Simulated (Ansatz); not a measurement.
`B[SiH2]F` + `OBO` → `OB(O)[SiH2]F` + BH₃  (formal exchange of groups at the Si–B bond)

Isolated molecules relaxed with PBE0-D4/def2-TZVP in Ansatz; ΔE leaves out vibrations. CCSD(T)/CBS is the MP2 limit (def2-TZVPP, def2-QZVPP) plus CCSD(T) − MP2 in def2-TZVPP, frozen cores. This one scheme is used for every species. Functionals use def2-TZVPP. One conformer a species, not always the lowest.

`B[SiH2]F`:

```xyz
7

B    -0.917    0.606   -0.491
Si    0.607   -0.401    0.323
F     1.546   -1.131   -0.757
H    -1.125    0.673   -1.665
H    -1.670    1.178    0.243
H     0.090   -1.453    1.243
H     1.470    0.529    1.104
```

`OBO`:

Cartesian coordinates in Å:
```
O -0.937 -0.388 -0.408
B 0.228 -0.114 0.246
O 0.907 1.017 -0.057
H -1.344 -1.209 -0.125
H 0.677 -0.841 1.084
H 0.468 1.535 -0.740
```

`OB(O)[SiH2]F`:

```xyz
9

O     0.802    0.149    1.627
B    -0.181    0.208    0.680
O    -1.405    0.653    1.054
Si    0.112   -0.297   -1.270
F    -1.158   -1.077   -1.864
H     1.636   -0.209    1.317
H    -1.451    0.873    1.992
H     0.351    0.897   -2.124
H     1.294   -1.197   -1.411
```

BH₃:

Z-matrix (Å, degrees):
```
B
H 1 1.193
H 1 1.193 2 120.0
H 1 1.193 2 120.0 3 180.0
```

**Question.** Is it downhill or uphill in electronic energy at CCSD(T)/CBS, and by how much? (Best estimate.)

**Answer.** Computed: Uphill: ΔE = +12.8 kJ/mol.

**Question.** What do these levels give: PBE-D4, PBE0-D4, ωB97M-V, r2SCAN, PBE0, MP2/def2-TZVPP, SCS-MP2/def2-TZVPP, CCSD/def2-TZVPP, CCSD(T)/def2-TZVPP, MP2/def2-QZVPP, HF/CBS(def2), CCSD/CBS(def2)? (Estimate.)

**Answer.** The calculation gave: PBE-D4 13.4, PBE0-D4 13.5, ωB97M-V 12.3, r2SCAN 15.2, PBE0 15.7, MP2/def2-TZVPP 10.1, SCS-MP2/def2-TZVPP 10.2, CCSD/def2-TZVPP 13.2, CCSD(T)/def2-TZVPP 11.8, MP2/def2-QZVPP 10.7, HF/CBS(def2) 15.6, CCSD/CBS(def2) 14.2 kJ/mol.

Largest T1 diagnostic among the species: 0.013.

In def2-TZVPP, CCSD(T) changes the Hartree–Fock value by −3.6 kJ/mol (the triples alone add −1.3 kJ/mol) and MP2 by −5.3 kJ/mol. The D4 term adds −3.8 kJ/mol with B3LYP and −2.2 kJ/mol with PBE0; it sums over pairs of atoms, weighted by their polarisabilities, and B3LYP, whose exchange is more repulsive, gets the larger term.

B3LYP here is the variant with VWN-RPA as its local correlation; programs differ in this.
